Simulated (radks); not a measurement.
Numerical settings for the promethium ion Pm3+, [Xe] 4f4. Method: scalar-relativistic Kohn-Sham, PBE, spin-polarised, spherical densities, finite nucleus; open shells are filled with parallel spins first (spin-orbit coupling, left out, can overturn this in heavy ions); Fermi nuclear charge, rms radius 4.962 fm; computed with a radial shooting solver on a logarithmic mesh with Libxc functionals. The defaults (mesh step 0.008 in ln r, mesh end at 40 bohr or more with all orbitals vanishing there, Anderson mixing 0.5 over 9 steps, residual threshold near 1e-9 with the energy settled to 1e-9 hartree or 1e-11 of itself, here a cap of 84 iterations) give E = -10018.6137 hartree and 4f at -32.832 eV in 16 iterations. Run on one thread of a shared host, so times are rough (Arm Neoverse V1): 0.25 s of CPU time, 0.25 s wall, 16 iterations on 2213 mesh points. Changes against that run (0 stands for a change within the tolerance of the run):

setting                    iterations  converged  E (mhartree)  e(4f) (meV)  CPU (s)
mesh step in ln r 0.03             15        yes      +0.00283     -0.00337     0.08
mesh step in ln r 0.08              2         no      diverged            -     0.02
mesh step in ln r 0.003            20        yes             0            0     0.73
mesh end (bohr) 400                16        yes             0            0     0.25
mesh end (bohr) 20                 16        yes             0            0     0.24
residual threshold 1e-16           84         no             0            0     0.59
residual threshold 0.001            8        yes     +0.000306       -0.779     0.16
mixing 1                           15        yes             0            0     0.23
linear mixing, mixing 0.2          84         no             0            0        1
linear mixing, mixing 1            50         no      diverged            -      1.5
mixing history 3                   19        yes             0            0     0.28
iteration cap 8                     8         no     -0.000512       +0.236     0.14

No run marked as converged misses the energy by more than 1 mhartree. A mesh that ends early acts as a hard wall.
